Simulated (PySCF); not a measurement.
Dipole response of Sn⁻ (tin, charge -1)

[Kr] 4d10 5s2 5p3, high-spin 4S determinant. All numbers are calculated (PySCF 2.14, scalar relativity through the core potential, in aug-cc-pwCVTZ-PP with ECP28MDF). Coupled (time-dependent) response in atomic units; α is the mean over directions.

| method | mean α (bohr³) | C₆ (like pair) | S(−4) |
| --- | --- | --- | --- |
| UHF | 160.0 | 2782 | 11330 |

S(−4) is the Cauchy moment in α(ω) = α(0) + S(−4) ω² + …

α(iu) at UHF:

```csv
u (hartree),α(iu) (bohr³)
0,160.0
0.0500,137.6
0.100,102.5
0.200,57.51
0.300,35.73
0.500,17.70
0.750,9.803
1.00,6.477
1.50,3.679
2.00,2.479
3.00,1.399
5.00,0.6349
```

A single London oscillator, α(iu) = α/(1 + u²/ω²), gives C₆ = (3/4) ω α². Matching the computed C₆ needs ω = 4 × 2782 / (3 × 160.0²) = 0.145 hartree.

For an ion, C₆ is the dispersion term alone; charge-induced terms of lower order in 1/R come first.

Energies and moments cover only the electrons outside the core potential.
